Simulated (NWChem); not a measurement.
Species: SnH$_{3}$OF; SMILES [OH][SnH2][F]

```xyz
6

Sn    -0.2883    -0.0031    -0.0019
O      0.9309    -1.5520    -0.0562
F      0.8554     1.5659    -0.0173
H     -1.1389    -0.0405    -1.4726
H     -1.1322     0.0967     1.4806
H      1.5396    -1.5792     0.6911
```
Atoms are numbered in this order, from 1.

All runs: NWChem. All runs use the structure optimised with PBE0/def2-SVP. def2 effective core potentials on Sn; no spin-orbit coupling. Ions are spin-unrestricted doublets at the neutral geometry; other ion states weren't tried. Functional: LC-ωPBE (HJS hole) with def2-SVP; the question gives the range parameter ω in 1/bohr.

### Question
Predict the results for range parameter (1/bohr) 0.20. Quantities: vertical ionisation energy, ΔSCF (eV); −ε(HOMO) (eV).

### Answer
```json
{
  "vertical ionisation energy, ΔSCF (eV)": "10.96",
  "−ε(HOMO) (eV)": "9.67"
}
```
